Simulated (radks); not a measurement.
Task: Coherent X-ray form factor from a spherical all-electron density. Method: scalar-relativistic Kohn-Sham, Slater X-alpha with alpha = 0.745, spin-polarised, spherical densities, finite nucleus; Fermi nuclear charge, rms radius of each element as measured or else 0.836 A^(1/3) + 0.57 fm; computed with a radial shooting solver on a logarithmic mesh with Libxc functionals.

sin(theta)/lambda (1/angstrom),f0 (electrons)
0.05,50.138
0.1,47.870
0.15,44.886
0.2,41.783
0.25,38.860
0.3,36.186
0.4,31.484
0.5,27.525
0.6,24.301
0.8,19.831
1,16.998
1.25,14.233
1.5,11.740
2,7.941

The species is in the configuration that NIST lists as its ground one. Which atom or ion scatters so?

Result: The tellurium ion Te+, [Kr] 4d10 5s2 5p3. Extrapolating in s^2 from the first two rows gives f0(0) = 50.9, near the electron count 51; among species with that count, the fall with angle is slower the higher Z, and the table is that of Z = 52; from so few rows the species is fixed only to a neighbour or two.
